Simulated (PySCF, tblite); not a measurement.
C₃H₆F₄O₃Si₂.
Z-matrix (Å and degrees, GFN2-xTB geometry), rows numbered from 1:
```
F 
C   1  1.3460
F   2  1.3336  1  106.64
F   2  1.3335  1  106.63  3  -114.43
C   2  1.5294  1  110.76  3   122.85
C   5  1.5517  2  109.86  1   -65.84
O   6  1.3960  5  108.06  2  -103.38
Si  7  1.6210  6  111.90  5    -7.83
F   8  1.5974  7  110.86  6   114.82
O   8  1.5822  7  114.54  6  -120.95
Si 10  1.6456  8  142.00  7  -146.39
O   5  1.3861  2  108.87  1   175.19
H   5  1.0954  2  107.34  1    56.69
H   6  1.0933  5  110.36  2   137.63
H   6  1.0931  5  111.08  2    16.14
H  11  1.4588 10  100.62  8   168.94
H  11  1.4598 10  107.09  8   -71.57
H  11  1.4586 10  107.65  8    49.07
```

Method: PBE0/pcSseg-1 in PySCF (dipole) on a GFN2-xTB geometry, gas phase.

Masses are those of the commonest isotopes; rigid-rotor values at the optimised geometry. The values belong to one conformer with, in the numbering `[F:1][C:2]([F:3])([F:4])[C@@H:5]1[CH2:6][O:7][Si@@:8]([F:9])([O:10][SiH3:11])[O:12]1`, O7–Si8–O10–Si11 -146°, C2–C5–C6–O7 -103°, C5–C6–O7–Si8 -8°, C6–O7–Si8–F9 115°, O7–Si8–O12–C5 11°.

Task: What are A, B and C (GHz)?

Result: Ia = 288.81, Ib = 1290.18, Ic = 1338.23 u·Å²; 505379 MHz·u·Å²/I gives 1750, 391.7 and 377.6 MHz, that is A = 1.7498, B = 0.3917, C = 0.3776 GHz.

Task: What kind of rotor is it?

Result: A near-prolate asymmetric top: κ = (2 × 391.7 − 1750 − 377.6)/(1750 − 377.6) = -0.98.

Task: Is it planar, by Δ = Ic − Ia − Ib?

Result: Not planar: Δ = Ic − Ia − Ib = -240.76 u·Å². For a rigid frame Δ = −2 Σ m c², so Σ m c² = 120.38 u·Å² lies off the ab plane: 8.17 from hydrogen and 112.21 from heavier atoms. The atom farthest from that plane is 1.91 Å away.

Task: List the rotational levels J(Ka,Kc) to J = 3 (MHz).

Result: Above 0(0,0):
J = 1: 1(0,1) 769, 1(1,1) 2127, 1(1,0) 2142
J = 2: 2(0,2) 2308, 2(1,2) 3652, 2(1,1) 3694, 2(2,1) 7769, 2(2,0) 7769
J = 3: 3(0,3) 4616, 3(1,3) 5939, 3(1,2) 6023, 3(2,2) 10077, 3(2,1) 10077, 3(3,1) 16903, 3(3,0) 16903

Task: Which types of transition are allowed, and where do some lines up to J = 4 fall?

Result: The dipole components are |μa| = 1.65 D, |μb| = 1.42 D, |μc| = 1.87 D. The squared components, which scale the intensities, stand as 0.78 : 0.58 : 1.00 (a : b : c). Some lines, for components of 0.1 D or more:

| type | branch | J(Ka,Kc) | MHz | lower level (cm⁻¹) |
| --- | --- | --- | --- | --- |
| b | Q | 1(1,0) ← 1(0,1) | 1372 | 0.026 |
| b | Q | 3(1,2) ← 3(0,3) | 1408 | 0.154 |
| a | R | 3(1,3) ← 2(1,2) | 2287 | 0.122 |
| b | R | 2(1,2) ← 1(0,1) | 2883 | 0.026 |
| c | R | 2(1,1) ← 1(0,1) | 2925 | 0.026 |
| a | R | 4(0,4) ← 3(0,3) | 3076 | 0.154 |
| a | R | 4(2,2) ← 3(2,1) | 3078 | 0.336 |
| c | Q | 3(2,2) ← 3(1,2) | 4053 | 0.201 |
| b | Q | 4(2,3) ← 4(1,4) | 4166 | 0.300 |
| b | R | 2(2,0) ← 1(1,1) | 5641 | 0.071 |
| c | R | 3(2,1) ← 2(1,1) | 6383 | 0.123 |
| c | R | 3(2,2) ← 2(1,2) | 6425 | 0.122 |
| b | Q | 4(3,1) ← 4(2,2) | 6825 | 0.439 |
| c | R | 4(2,3) ← 3(1,3) | 7215 | 0.198 |
| c | Q | 4(4,1) ← 4(3,1) | 9556 | 0.666 |
| b | Q | 4(4,0) ← 4(3,1) | 9556 | 0.666 |
| c | R | 4(3,1) ← 3(2,1) | 9903 | 0.336 |
| b | R | 4(4,1) ← 3(3,0) | 12634 | 0.564 |

Task: Estimate the classical rotational partition function at 50 K, 100 K and 298.15 K.

Result: Point group C1, symmetry number σ = 1; q = (√π/σ)·√((kT/h)³/(ABC)), k/h = 20836.6 MHz/K: 117000 at 50 K, 331000 at 100 K, 1710000 at 298.15 K.

Its GFN2-xTB frequencies are all real (lowest 19 cm⁻¹). Constants of a rigid frame at the computed geometry: no zero-point averaging, no centrifugal distortion. A rigid rotor knows nothing of internal rotation, which can split or shift real lines.
